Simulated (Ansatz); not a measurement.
`C[C]1(F)C[O][GaH]1` → 3 C• + F• + Ga• + 6 H• + O•  (atomization)

Program: Ansatz. Geometries: PBE0-D4/def2-TZVP. ΔE: electronic, gas phase. CBS: MP2 limit from def2 TZ/QZ plus the TZ coupled-cluster correction, frozen cores. This one scheme is used for every species, atoms too. For atomizations the MP2-based limit and the directly extrapolated one differ by several kJ/mol either way, and by 10 to 25 for some Ge, Se and Sn compounds, so smaller differences from it don't rank the levels. DFT in def2-TZVPP. No spin–orbit coupling; open shells (•) take unrestricted orbitals. Spin–orbit coupling would lower the free atoms: a little for C, F, O; clearly for Ga. Bonds to Ga are less sure, by a few kJ/mol each and by 10 to 20 or more in all where they break to atoms, as the def2 sets lack core-valence functions. Scalar relativity is left out up to krypton.

(1) What is ΔE at CCSD(T)/CBS? (An estimate is asked.)

(2) What do these levels give: B97M-V, PBE0-D4, r2SCANh-D4, r2SCAN0-D4, ωB97X-V, PBE-QIDH, r2SCANh, r2SCAN0, BHLYP, CCSD(T)/def2-TZVPP, HF/def2-QZVPP, CCSD/CBS(def2)? (Best estimate.)

Largest T1 diagnostic among the species: 0.015.

Answers

(1) Computed: +46.62 eV.

(2) Computed: B97M-V 46.65, PBE0-D4 46.77, r2SCANh-D4 46.45, r2SCAN0-D4 45.89, ωB97X-V 46.72, PBE-QIDH 46.44, r2SCANh 46.38, r2SCAN0 45.81, BHLYP 44.32, CCSD(T)/def2-TZVPP 45.52, HF/def2-QZVPP 32.92, CCSD/CBS(def2) 45.79 eV.

At CCSD(T), def2-SVP lies −2.32 eV from the extrapolated value and def2-TZVPP −1.11 eV: correlation converges slowly with the basis, and small sets miss more of it in the bonded molecule than in its fragments. From PBE to PBE0 (25 % exact exchange), in def2-TZVPP and without D4, ΔE moves by −1.08 eV: exact exchange takes away binding that semilocal exchange gives to molecules. Leaving LDA and LC-ωPBE aside and taking each functional with its dispersion term where it has one, the values, not all of them listed here, spread over 3.23 eV, from BHLYP-D4 to PBE-D4. LDA lies +6.81 eV from PBE without D4, its usual overbinding.
